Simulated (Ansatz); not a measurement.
## Ansatz (development build ahead of 0.2.0) run

```yaml
crystal:
  periodic: [false, false, false]
  atoms:
    - { symbol: Fe, position_ang: [0.0, 0.0, 1.26801] }
    - { symbol: Mn, position_ang: [0.0, 0.0, -1.26801] }
    - { symbol: O, position_ang: [0.0, 1.30559, 0.0] }
    - { symbol: O, position_ang: [0.0, -1.30559, 0.0] }
basis:
  gaussian: { orbitals: pcseg-2 }
magnetization:
  spin_polarized: true
  initial_magnetization: 1
hamiltonian:
  xc: pbe
```

The input is written out in the form of the current development build from the run's settings.

Results

```
Converged                       : yes
Total energy                    : -2564.73329 hartree
Spin squared of the determinant : 4.377
Stability test                  : minimum
```

Caution: another spin multiplicity may lie lower; the unrestricted determinant is a mixture of spin states.
